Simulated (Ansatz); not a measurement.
System: bis(disilanyl)silane, Si5H12, net charge 0, singlet state. 
Geometry from a B3LYP-D3(BJ)/def2-TZVP (Ansatz, a quantum-chemistry and plane-wave program) optimisation:
```
Si
H 1 1.4858
H 1 1.4860 2 107.99
Si 1 2.3439 2 111.07 3 119.81
H 4 1.4857 1 109.00 2 54.92
H 4 1.4859 5 108.18 1 120.74
Si 1 2.3440 2 109.69 3 -118.24
H 7 1.4857 1 108.69 2 175.90
H 7 1.4860 8 107.79 1 -118.32
Si 7 2.3434 8 109.85 9 -119.74
H 10 1.4832 7 109.63 8 179.36
H 10 1.4832 11 108.56 7 -119.68
H 10 1.4835 11 108.73 12 -118.12
Si 4 2.3440 5 109.23 6 119.89
H 14 1.4828 4 109.51 5 55.48
H 14 1.4833 15 108.77 8 178.68
H 14 1.4835 15 108.46 16 118.08
```
Charge 0, spin multiplicity 1.

Property: atomisation energy (electronic, to ground-state atoms), in eV. Cores are frozen in the correlated levels unless marked. UHF or UKS for open shells. No spin-orbit coupling. No relativistic terms. The coupled-cluster limit lacks core correlation, which all-electron functionals hold. Basis-set limits of correlation are two-point, X^-3; Hartree-Fock from the larger set.

```tsv
level	program	atomisation energy (eV)
B97M-V/def2-TZVPD	Ansatz	51.27
HSE06-D3(BJ)/def2-TZVPD	Ansatz + dftd3	50.26
B2PLYP-D4/def2-TZVPD	Ansatz + dftd4	49.99
RPA@PBE/cc-pV(Q+d)Z	Ansatz	48.64
CCSD/6-31G	Ansatz	39.82
CCSD(T)/cc-pV(D+d)Z	Ansatz	47.06
CCSD(T)/CBS(cc-pV(T+d)Z,cc-pV(Q+d)Z)	Ansatz	51.04
```
